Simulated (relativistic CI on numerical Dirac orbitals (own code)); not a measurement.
Ligand-field terms of d8

Computed with a parametric ligand-field model of a d^n configuration (Racah B and C, spin-orbit zeta, crystal field), exact diagonalisation.

Field parameters in Wybourne normalisation: Oh B⁴₀ = 21Dq, B⁴₄ = √(5/14) B⁴₀. The field is a parameter set, without covalency.

(1) Ground term and bands for B = 780, C = 3530, ζ = 0 cm⁻¹, Oh, 10Dq = 14050 cm⁻¹?

(2) Ground term and bands for B = 460, C = 2090, ζ = 0 cm⁻¹, Oh, 10Dq = 9800 cm⁻¹?

(3) A d8 ion in Oh symmetry has the ground term 3A2 and bands at 1E 8865 cm⁻¹ (1128 nm), 1A1 16394 cm⁻¹ (610 nm), 3T2 21300 cm⁻¹ (469 nm), 3T1 26974 cm⁻¹ (371 nm), 1T2 30092 cm⁻¹ (332 nm), 3T1 44726 cm⁻¹ (224 nm). Which parameters reproduce them?

(4) Ground term and bands for B = 1030, C = 4730, ζ = 0 cm⁻¹, Oh, 10Dq = 5100 cm⁻¹?

(5) A d8 ion in Oh symmetry has the ground term 3A2 and bands at 3T2 8800 cm⁻¹ (1136 nm), 3T1 14754 cm⁻¹ (678 nm), 1E 17888 cm⁻¹ (559 nm), 1T2 26182 cm⁻¹ (382 nm), 3T1 27246 cm⁻¹ (367 nm), 1A1 27961 cm⁻¹ (358 nm). Which parameters reproduce them?

Answers

(1) Ground term 3A2 with 2.00 electrons in the two orbitals of the cubic e set. Spin-allowed: 3T2 14050 cm⁻¹ (712 nm), 3T1 21072 cm⁻¹ (475 nm), 3T1 32778 cm⁻¹ (305 nm). Lowest spin-forbidden: 1E 13049 cm⁻¹ (766 nm), 1A1 22438 cm⁻¹ (446 nm), 1T2 26873 cm⁻¹ (372 nm). With an A2 ground term the first spin-allowed band lies at |10Dq| itself.

(2) Ground term 3A2 with 2.00 electrons in the two orbitals of the cubic e set. Spin-allowed: 3T2 9800 cm⁻¹ (1020 nm), 3T1 14197 cm⁻¹ (704 nm), 3T1 22103 cm⁻¹ (452 nm). Lowest spin-forbidden: 1E 7734 cm⁻¹ (1293 nm), 1A1 13528 cm⁻¹ (739 nm), 1T2 17418 cm⁻¹ (574 nm). With an A2 ground term the first spin-allowed band lies at |10Dq| itself.

(3) B = 520, C = 2390, ζ = 0 cm⁻¹, Oh, 10Dq = 21300 cm⁻¹.

(4) Ground term 3A2 with 2.00 electrons in the two orbitals of the cubic e set. Spin-allowed: 3T2 5100 cm⁻¹ (1961 nm), 3T1 8853 cm⁻¹ (1130 nm), 3T1 21897 cm⁻¹ (457 nm). Lowest spin-forbidden: 1E 16662 cm⁻¹ (600 nm), 1T2 21161 cm⁻¹ (473 nm), 1A1 25219 cm⁻¹ (397 nm). With an A2 ground term the first spin-allowed band lies at |10Dq| itself.

(5) B = 1040, C = 5120, ζ = 0 cm⁻¹, Oh, 10Dq = 8800 cm⁻¹.
